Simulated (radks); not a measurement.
Results of a calculation; reference values are marked as such.
Spherical quantum dot in the effective-mass picture: electrons in a well V = -V0 / (1 + exp((r - R)/a)) with V0 = 4.91, R = 8.59, a = 0.34, with a point charge +2 (a donor) at the centre, all in effective atomic units (hartree* = m*/eps^2 hartree, bohr* = eps/m* bohr), one dielectric constant everywhere. Level of theory: non-relativistic Kohn-Sham, LDA (Slater exchange, Perdew-Wang correlation), spin-polarised, spherical densities (a radial shooting solver with Libxc functionals). Levels are named by radial order and angular momentum (1s, 1p, 1d, 2s, ...), and open shells are averaged over m. Each electron was tried in the lowest free levels, single moves between levels near the top were tried too, and the lowest total energy was kept; such a search can miss a lower state. At N = 1 the Hartree and exchange-correlation terms need not cancel, so that row can carry a self-interaction error.

N	open shells	2S	E (hartree*)	mu = E(N) - E(N-1) (hartree*)	addition energy mu(N+1) - mu(N) (hartree*)	e(HOMO) (hartree*)	rms radius (bohr*)
1	1s(up 1, down 0)	1	-6.85176	-6.8518	1.049	-6.4205	0.8943
2	none	0	-12.6545	-5.8027	0.9900	-5.4802	1.134
3	2s(up 1, down 0)	1	-17.4672	-4.8127	0.1594	-4.7466	3.013
4	none	0	-22.1205	-4.6533	0.1803	-4.5826	3.739
5	1p(up 1, down 0)	1	-26.5936	-4.4730	0.1443	-4.3997	4.193
6	1p(up 3, down 0) 2s(up 1, down 0)	4	-30.9224	-4.3288	0.1521	-4.2610	4.518
7	1p(up 3, down 0)	3	-35.0991	-4.1767	0.1718	-4.1062	4.759
8	1p(up 3, down 1)	2	-39.1041	-4.0050	0.1401	-3.9352	4.956
9	1p(up 3, down 2)	1	-42.9689	-3.8649	0.1409	-3.7945	5.118
10	none	0	-46.6929	-3.7240	0.2067	-3.6535	5.255
11	1d(up 1, down 0)	1	-50.2102	-3.5173	0.1375	-3.4486	5.386
12	1d(up 2, down 0)	2	-53.5900	-3.3798	0.1376	-3.3110	5.498
13	1d(up 3, down 0)	3	-56.8321	-3.2421	0.1376	-3.1733	5.595
14	1d(up 4, down 0)	4	-59.9366	-3.1045	0.1375	-3.0358	5.680
15	1d(up 5, down 0)	5	-62.9037	-2.9671	0.1664	-2.8984	5.756
16	1d(up 5, down 1)	4	-65.7045	-2.8007	0.1346	-2.7335	5.825
17	1d(up 5, down 2)	3	-68.3706	-2.6661	0.1348	-2.5987	5.887
18	1d(up 5, down 3)	2	-70.9018	-2.5312	0.1349	-2.4638	5.944
19	1d(up 5, down 4)	1	-73.2981	-2.3963	0.1349	-2.3289	5.996
20	none	0	-75.5596	-2.2615	0.2136	-2.1940	6.045
21	1f(up 1, down 0)	1	-77.6074	-2.0479	0.1332	-1.9813	6.094
22	1f(up 2, down 0)	2	-79.5221	-1.9147	-	-1.8481	6.139

All shells are closed at N = 2, 4, 10, 20 (there: 1s2 1p6 1d10 2s2); the second difference of the energy has clear peaks (12 % above both neighbours; the first and last values, which can be the largest, are not judged, and half-filled shells can peak too) at N = 4, 7, 10, 15, 20.
